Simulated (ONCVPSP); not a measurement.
Before and after: ONCV potential for arsenic

ONCVPSP 4.0.1 input, shortened (lines: element, Z, core and valence counts, functional; n l f; lmax; l rc ep ncon nbas qcut; lloc lpopt rc5 dvloc0; l nproj debl; icmod fcfact rcfact), PBE, scalar-relativistic:

```
  As 33.00    3    5        4      upf
    1    0    2.00
    2    0    2.00
    2    1    6.00
    3    0    2.00
    3    1    6.00
    3    2   10.00
    4    0    2.00
    4    1    3.00
    2
    0    0.90    0.00    4    7   14.30
    1    1.05    0.00    3    8   14.00
    2    1.30    0.00    4    9   14.30
    4    3    0.65    0.00
    0    2    0.50
    1    2    1.10
    2    2    2.00
    2    0.40    0.85
```

Change: p: rc 1.5.

Cutoffs: the cutoffs (Ha) at which the residual kinetic energy of the hardest occupied pseudo-wave falls to 1 and 0.1 mHa per electron; they do not see the model core or the augmentation charge, which bear on the density cutoff. Errors are all-electron minus pseudo energies relative to the spin-unpolarised reference configuration.

Task: What does the change do?

Result: The potential gets neither clearly harder nor softer (74 Ha and 86 Ha → 74 Ha and 86 Ha); the d channel sets the loose cutoff, while the largest relative change is in p, which becomes softer; of the 4 tests that both files solve, the error grows in 4 and shrinks in 0 by more than 15 % and 0.3 meV (median size 4.3 → 6.7 meV); neither file shows a bound ghost. More of the atom is replaced by a form fitted at one configuration, so other configurations suffer.

| quantity | base | changed |
| --- | --- | --- |
| cutoff, loose | 74 Ha | 74 Ha |
| cutoff, tight | 86 Ha | 86 Ha |
| loose cutoff by channel | s 74 Ha, p 64 Ha, d 74 Ha | s 74 Ha, p 52 Ha, d 74 Ha |
| bound ghosts | none | none |
| GHOST(+) flags under 300 eV | none | none |
| error for 3s2 3p6 3d10 4s2 4p2, meV [ΔE 9.15 eV] | -0.6 | -1.2 |
| error for 3s2 3p6 3d10 4s2 4p1, meV [ΔE 27.07 eV] | -2.3 | -4.0 |
| error for 3s2 3p6 3d10 4s2 4p0, meV [ΔE 54.77 eV] | -6.3 | -9.3 |
| error for 3s2 3p6 3d10 4s1 4p0, meV [ΔE 105.42 eV] | -20 | -25 |
| s: phases at 0.91 bohr within 0.05 rad from the reference energy up to (Ha; the scan ends near 5) | to the end of the scan | to the end of the scan |
| d: phases at 1.32 bohr within 0.05 rad from the reference energy up to (Ha; the scan ends near 5) | to the end of the scan | to the end of the scan |
| rms error of d²Exc/dni dnj with the model core, mHa | 0.90 | 1.07 |
